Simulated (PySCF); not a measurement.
Input for PySCF: R-HF/STO-3G on ZnO, 2S+1 = 1, a point of a bond scan (R = 1.748 Å).

```python
from pyscf import gto, scf, dft, mp
from pyscf.data.elements import chemcore

mol = gto.M(
    atom='''
    Zn    0.00000000    0.00000000    0.00000000
    O     0.00000000    0.00000000    1.74847500
    ''',
    basis='sto-3g',
    charge=0, spin=0, verbose=3, max_memory=1800)
mf = scf.RHF(mol)
mf.conv_tol = 1e-8
mf.max_cycle = 100
mf.kernel()
if not mf.converged:
    mf = mf.newton().run(mf.mo_coeff, mf.mo_occ)
```

Output:

```
converged SCF energy = -1831.09977027625
```

Self-consistency was reached.

Cost: about 0.15 core-seconds (a rough figure).
